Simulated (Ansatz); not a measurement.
Ansatz (an electronic-structure program) input (CCSD(T)/aug-cc-pV(D+d)Z):
A basis named .json is the Basis Set Exchange file of that set.

Ansatz 0.2 input:
```yaml
crystal:
  periodic: [false, false, false]
  atoms:
    - {symbol: Si, position_ang: [-0.13689500, 0.03055389, 0.13537746]}
    - {symbol: O, position_ang: [1.14034957, -0.27268516, -1.13860385]}
    - {symbol: O, position_ang: [0.94406632, 0.16430643, 1.31378512]}
    - {symbol: O, position_ang: [-0.71020519, 1.32453647, -0.62088717]}
    - {symbol: N, position_ang: [-1.19894210, -1.23309474, 0.28568259]}
    - {symbol: H, position_ang: [2.05668696, -0.39290194, -0.83546631]}
    - {symbol: H, position_ang: [0.74404551, 0.18299036, 2.25425932]}
    - {symbol: H, position_ang: [-1.53041857, 1.77819498, -0.40572885]}
    - {symbol: H, position_ang: [-1.03561606, -2.03079641, 0.88110220]}
    - {symbol: H, position_ang: [-2.02815082, -1.33467812, -0.27966826]}
    - {symbol: H, position_ang: [1.10889199, 0.27183791, -1.94391354]}
basis:
  gaussian:
    orbitals: aug-cc-pV_D+d_Z.json
total_charge: 1
magnetization: {spin_polarized: false}
correlation: {method: ccsd_t, electrons: outside_noble_gas}
output: {forces: true}
```

Output:

```
Functional definition: HF
integrals: 0.71 GiB planned
1733 factors; integrals over basis functions are off by at most 7.3e-4 eV
1.02 GiB of device memory are held for the factors and their scratch space
mean field: 1.00 GiB planned
mean field evaluation 1: about -15539.9393 eV, gradient 7.6e1 eV
mean field evaluation 2: about -15540.1547 eV, gradient 7.6e1 eV
mean field evaluation 4: about -15550.1764 eV, gradient 3.7e0 eV
mean field evaluation 8: about -15550.2347 eV, gradient 2.6e-1 eV
mean field evaluation 16: about -15546.8162 eV, gradient 4.3e1 eV
mean field -15550.23498836 eV, -571.4605954944 hartree, gradient 4.6e-6 eV, S^2 0.000000; 0 other end points of the search recorded, 0 dependent functions left out
9 core orbitals not correlated
reference -15550.23498836 eV, -571.4605954944 hartree; 16, 16 occupied and 153, 153 virtual orbitals, 1733 factors
densities: 10.52 GiB planned
second order -23.89388618 eV of doubles, -0.00000000 eV of singles
coupled cluster: 4.10 GiB planned
cycle   1  -24.06034068 eV  change   -1.7e-1 eV  update   1.0e-1
cycle   2  -24.54271240 eV  change   -4.8e-1 eV  update   2.7e-2
cycle   3  -24.67176553 eV  change   -1.3e-1 eV  update   1.4e-2
cycle   4  -24.66424249 eV  change    7.5e-3 eV  update   2.8e-3
cycle   5  -24.66262064 eV  change    1.6e-3 eV  update   1.1e-3
cycle   6  -24.66336222 eV  change   -7.4e-4 eV  update   3.4e-4
cycle   7  -24.66323308 eV  change    1.3e-4 eV  update   1.1e-4
cycle   8  -24.66314094 eV  change    9.2e-5 eV  update   3.9e-5
cycle   9  -24.66313948 eV  change    1.5e-6 eV  update   1.4e-5
cycle  10  -24.66314379 eV  change   -4.3e-6 eV  update   4.4e-6
perturbative correction -0.68714976 eV, -0.0252522878 hartree
the calculation of the forces begins
1.02 GiB of device memory are held for the factors and their scratch space
Total energy: -15575.58528191 eV, -572.3922015991 hartree
Atom 0 at    -0.136895     0.030554     0.135377 Å, force    -0.361702    -0.194141     0.192852 eV/Å
Atom 1 at     1.140350    -0.272685    -1.138604 Å, force     0.063352    -0.129188    -0.131644 eV/Å
Atom 2 at     0.944066     0.164306     1.313785 Å, force     0.755955     0.036569     0.325683 eV/Å
Atom 3 at    -0.710205     1.324536    -0.620887 Å, force    -0.021204     0.581633    -0.583206 eV/Å
Atom 4 at    -1.198942    -1.233095     0.285683 Å, force    -0.154999    -0.164575     0.033839 eV/Å
Atom 5 at     2.056687    -0.392902    -0.835466 Å, force     0.080163     0.064422    -0.017472 eV/Å
Atom 6 at     0.744046     0.182990     2.254259 Å, force    -0.106209    -0.001753     0.122652 eV/Å
Atom 7 at    -1.530419     1.778195    -0.405729 Å, force    -0.133109     0.017113     0.091192 eV/Å
Atom 8 at    -1.035616    -2.030796     0.881102 Å, force     0.087649    -0.269705     0.212652 eV/Å
Atom 9 at    -2.028151    -1.334678    -0.279668 Å, force    -0.279884    -0.011933    -0.217178 eV/Å
Atom 10 at     1.108892     0.271838    -1.943914 Å, force     0.069989     0.071558    -0.029370 eV/Å
Dipole moment:     0.124175    -0.154788    -0.199005 e Å
```

It need not be the lowest isomer of its formula.
